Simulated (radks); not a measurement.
Ga12+, configuration [Ne] 3s1 3p6 3d2 (not the ground configuration). Method: non-relativistic Kohn-Sham, PBE, spin-polarised, spherical densities, point nucleus; open shells are filled with parallel spins first; computed with a radial shooting solver on a logarithmic mesh with Libxc functionals.

Unscreened Slater integrals over Kohn-Sham orbitals (hartree). They are taken over the spin-up orbitals.

integral     value
F0(3d,3d)   1.6355
F2(3d,3d)  0.82556
F4(3d,3d)  0.52930
F0(3d,3p)   1.5667
F2(3d,3p)  0.76710
G1(3d,3p)  0.88010
G3(3d,3p)  0.56885
F0(3d,3s)   1.5573
G2(3d,3s)  0.66854
F0(3d,2p)   2.1241
F2(3d,2p)  0.54871
G1(3d,2p)  0.46716
G3(3d,2p)  0.26747
F0(3p,3p)   1.5269
F2(3p,3p)  0.77498
F0(3p,3s)   1.5175
G1(3p,3s)   1.0018
F0(3p,2p)   2.0394
F2(3p,2p)  0.46474
G0(3p,2p)  0.18397
G2(3p,2p)  0.19728
F0(3s,3s)   1.5108
F0(3s,2p)   1.9915
G1(3s,2p)  0.18522
F0(2p,2p)   4.7601
F2(2p,2p)   2.2555

Derived for the open shells (J is the average intra-shell exchange parameter used in DFT+U). 3d: Racah B = F2/49 - 5 F4/441 = 0.01085 hartree, C = 35 F4/441 = 0.04201 hartree, C/B = 3.87, F4/F2 = 0.641, J = (F2 + F4)/14 = 0.09678 hartree.
